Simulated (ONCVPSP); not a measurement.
# An all-electron radial function and its pseudo partner (bismuth (Bi))

Columns: radius, all-electron u(r) and pseudo u(r) of the 5d shell (level -35.34 eV) of bismuth in the configuration [Kr] 4d10 4f14 5s2 5p6 5d10 6s2 6p2; LDA (Perdew-Wang 92), scalar-relativistic, ONCV scheme, ONCVPSP 4.0.1.

| r (bohr) | all-electron | pseudo |
| --- | --- | --- |
| 0.080 | 0.3322 | 0.0025 |
| 0.160 | 0.1253 | 0.0195 |
| 0.240 | -0.3424 | 0.0619 |
| 0.320 | -0.5212 | 0.1358 |
| 0.400 | -0.4000 | 0.2401 |
| 0.480 | -0.1231 | 0.3678 |
| 0.560 | 0.1900 | 0.5078 |
| 0.640 | 0.4722 | 0.6468 |
| 0.720 | 0.6955 | 0.7724 |
| 0.800 | 0.8542 | 0.8749 |
| 0.880 | 0.9537 | 0.9484 |
| 0.960 | 1.0045 | 0.9912 |
| 1.040 | 1.0176 | 1.0050 |
| 1.120 | 1.0028 | 0.9940 |
| 1.200 | 0.9686 | 0.9635 |
| 1.280 | 0.9215 | 0.9190 |
| 1.360 | 0.8665 | 0.8655 |
| 1.440 | 0.8074 | 0.8070 |
| 1.520 | 0.7469 | 0.7468 |
| 1.600 | 0.6870 | 0.6868 |
| 1.680 | 0.6288 | 0.6287 |
| 1.760 | 0.5734 | 0.5732 |
| 1.840 | 0.5211 | 0.5210 |
| 1.920 | 0.4723 | 0.4722 |
| 2.000 | 0.4271 | 0.4270 |
| 2.080 | 0.3854 | 0.3854 |

(1) How many radial nodes do the two functions have?

(2) At about which radius was the pseudo-wave matched?

(3) Where does each function peak?

(4) Is the pseudo-wave norm-conserving?

## Answers

(1) The all-electron 5d function has n − l − 1 = 2; the pseudo-wave has 0, since the states of the same l below it are removed with the core.

(2) 1.60 bohr. The columns agree to 0.0005 from 1.44 bohr on; several derivatives are matched, so the curves merge somewhat inside the radius.

(3) Outermost all-electron maximum near 1.04 bohr, pseudo maximum near 1.04 bohr (to the table’s step).

(4) Yes: the ONCV scheme keeps the norm inside the radius equal to the all-electron one, which fixes the energy derivative of the logarithmic derivative at the level.
